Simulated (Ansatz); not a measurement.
A nudged elastic band was laid between two geometries of C$_{2}$H$_{5}$FOSi (10 atoms, charge 0, multiplicity 1).

Computed with Ansatz, RKS r2SCAN-D4/def2-SVP.

| Quantity | Value |
| --- | --- |
| movable images | 7 |
| climbing image | yes |
| spring | 5.0 eV/Å² |
| optimiser | quadratic models (default) |
| start path | through a guess of the saddle point |
| force threshold | 0.05 eV/Å |
| iteration limit | 60 |
| end points | relaxed |

First end point:

```xyz
10
Properties=species:S:1:pos:R:3
C -1.042 -0.524 0.746
C 0.376 -0.431 0.255
O 0.505 -0.646 -1.241
Si 0.991 0.888 -0.827
F 0.021 2.105 -1.265
H -1.706 0.184 0.226
H -1.084 -0.307 1.825
H -1.436 -1.542 0.586
H 1.079 -1.085 0.796
H 2.379 1.307 -1.098
```

Last end point:

```xyz
10
Properties=species:S:1:pos:R:3
C -0.908 -0.490 0.562
C 0.511 -0.076 0.309
O 0.824 -0.216 -1.165
Si 1.026 1.653 -0.374
F -0.481 2.139 -0.856
H -1.601 0.121 -0.034
H -1.140 -0.326 1.626
H -1.084 -1.556 0.334
H 1.253 -0.650 0.886
H 1.683 -0.650 -1.286
```

Problem. Which bonds break or form, and what moves?

Solution. Bonds broken: Si4–H10. Bonds formed: O3–H10.

Problem. Give the energies along the band, and the barrier.

Solution. It converged. The highest image is number 5 of 0 to 8, 2.03 eV above the first end and 1.03 eV above the last; the last end lies 1.00 eV above the first. A vibrational analysis at the climbing image gives one clearly imaginary mode, 1234i cm⁻¹: a first-order saddle point. The orbitals stay closed-shell, which can raise the energy where a bond breaks towards radicals; this wasn't checked here.

| image | path coordinate (Å) | energy (eV) | Si4–H10 (Å) | O3–H10 (Å) |
| --- | --- | --- | --- | --- |
| 0 | 0.00 | 0.00 | 1.47 | 2.71 |
| 1 | 0.37 | 0.05 | 1.47 | 2.63 |
| 2 | 0.75 | 0.31 | 1.46 | 2.40 |
| 3 | 1.12 | 0.95 | 1.45 | 2.09 |
| 4 | 1.49 | 1.62 | 1.49 | 1.77 |
| 5 | 1.86 | 2.03 | 1.59 | 1.37 |
| 6 | 2.30 | 1.48 | 1.92 | 1.02 |
| 7 | 2.74 | 1.13 | 2.25 | 0.97 |
| 8 | 3.18 | 1.00 | 2.56 | 0.97 |

Problem. What is the geometry of the highest image?

Solution. 
```xyz
10
Properties=species:S:1:pos:R:3:forces:R:3
C -0.959 -0.476 0.599 0.01 0.02 -0.02
C 0.513 -0.371 0.253 -0.04 -0.04 0.02
O 0.804 -0.590 -1.085 -0.02 0.00 0.01
Si 1.087 1.334 -0.414 0.03 0.02 -0.03
F -0.260 2.134 -0.890 0.00 -0.01 0.01
H -1.573 0.189 -0.026 0.01 -0.02 0.01
H -1.115 -0.207 1.656 0.00 0.00 -0.01
H -1.311 -1.510 0.452 0.00 -0.01 0.00
H 1.182 -0.905 0.952 0.01 0.00 -0.01
H 1.715 0.352 -1.494 0.00 0.03 0.02
```

Problem. What are the harmonic wavenumbers there?

Solution. 1234i, 180, 191, 220, 328, 371, 466, 607, 797, 858, 914, 973, 1106, 1131, 1194, 1357, 1385, 1453, 1469, 1990, 3033, 3043, 3128, 3154 cm⁻¹.

Run time: 88 s on 2 threads of Intel(R) Xeon(R) 6975P-C (Granite Rapids) (shared host), peak memory 0.18 GiB.
